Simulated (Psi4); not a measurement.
C2H7O, charge +1, singlet, at a GFN2-xTB geometry. Base run: HF/STO-3G (Psi4).

Input for Psi4:
```
memory 2 GB

molecule mol {
1 1
  C     1.229002   -0.376044   -0.006615
  C     0.082470    0.601032   -0.001554
  O    -1.187187   -0.179769   -0.072140
  H    -1.974657    0.385114    0.075086
  H     0.076743    1.220246    0.897416
  H     0.082282    1.229470   -0.893188
  H     2.164696    0.175836   -0.029370
  H     1.232477   -0.994834    0.888186
  H     1.195690   -1.010221   -0.888520
  H    -1.148565   -0.917390    0.576526
}

set basis sto-3g
set reference rhf

energy('scf')
print_variables()
```

Each row names what was changed in the base input (with any setting that the change needs).

```tsv
change	ΔE vs base (mEh)	SCF cycles	basis functions	outcome
base	0.000	7	22	converged
d_convergence = 1e-4	0.000	6	22	converged
guess = sadno	0.000	8	22	converged
d_convergence = 1e-10	0.000	12	22	converged
guess = sap	0.000	8	22	converged
scf_type = direct	0.333	9	22	converged
damping_percentage = 50	-	-	22	not converged
diis_max_vecs = 15	0.000	7	22	converged
scf_type = dfdirj+cosx	-0.667	8	22	converged
scf_type = pk	0.333	7	22	converged
guess = huckel	0.000	9	22	converged
df_basis_scf = cc-pvqz-jkfit	0.293	7	22	converged
e_convergence = 1e-8	0.000	7	22	converged
```
